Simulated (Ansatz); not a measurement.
`CC(C)[SiH2]O` → 3 C• + 10 H• + O• + Si•  (atomization)

Calculated with Ansatz (gas phase, PBE0-D4/def2-TZVP geometries, no zero-point term in ΔE). CCSD(T)/CBS adds triple-zeta CCSD(T) − MP2 to the extrapolated MP2 energy (def2 sets, frozen cores). This one scheme is used for every species, atoms too. For atomizations the MP2-based limit and the directly extrapolated one differ by several kJ/mol either way, and by 10 to 25 for some Ge, Se and Sn compounds, so smaller differences from it don't rank the levels. Open shells (•) are unrestricted, without spin–orbit coupling. Spin–orbit coupling would lower the free atoms: a little for C, O, Si. Each species was taken in one conformer, which may not be the lowest.

`CC(C)[SiH2]O`:

```xyz
15

C     0.939   -0.988   -0.906
C    -0.351   -0.437   -0.302
C    -0.532   -0.898    1.142
Si   -0.430    1.432   -0.432
O     0.785    2.169    0.414
H     1.815   -0.609   -0.371
H     0.965   -2.081   -0.845
H     1.049   -0.711   -1.957
H    -1.202   -0.806   -0.894
H     0.291   -0.546    1.773
H    -1.467   -0.534    1.577
H    -0.540   -1.991    1.209
H    -1.757    1.896    0.071
H    -0.245    1.863   -1.842
H     0.682    2.240    1.363
```

```json
{"species": "`CC(C)[SiH2]O`", "CCSD(T)/CBS(def2) energy (Eh)": "-484.48576"}
{"species": "C•", "CCSD(T)/CBS(def2) energy (Eh)": "-37.79194"}
{"species": "H•", "CCSD(T)/CBS(def2) energy (Eh)": "-0.50000"}
{"species": "O•", "CCSD(T)/CBS(def2) energy (Eh)": "-75.00631"}
{"species": "Si•", "CCSD(T)/CBS(def2) energy (Eh)": "-288.94402"}
```

Problem. Work out ΔE.

Solution. ΔE = 10 × (-0.50000) + 3 × (-37.79194) + (-75.00631) + (-288.94402) − (-484.48576) = 2.15961 Eh = +5670.1 kJ/mol.

Problem. What do rigid-rotor, harmonic-oscillator terms from PBE0-D4/def2-TZVP frequencies (298.15 K, 1 bar) make of the CCSD(T)/CBS value? (An estimate is asked.)

Solution. Ansatz gave: ΔZPE = -327.1 kJ/mol, ΔH = +5412.3 kJ/mol, ΔS = 1593 J/(mol·K), ΔG = +4937.4 kJ/mol. Open shells count their whole term as degenerate.

Largest T1 diagnostic among the species: 0.012.

The D4 term adds +47.9 kJ/mol with B3LYP and +25.4 kJ/mol with PBE0; it sums over pairs of atoms, weighted by their polarisabilities, and B3LYP, whose exchange is more repulsive, gets the larger term. Leaving LDA and LC-ωPBE aside and taking each functional with its dispersion term where it has one, the values, not all of them listed here, spread over 173.3 kJ/mol, from BHLYP-D4 to PBE-D4. LDA lies +690.6 kJ/mol from PBE without D4, its usual overbinding.

B3LYP here is the variant with VWN-RPA as its local correlation; programs differ in this.
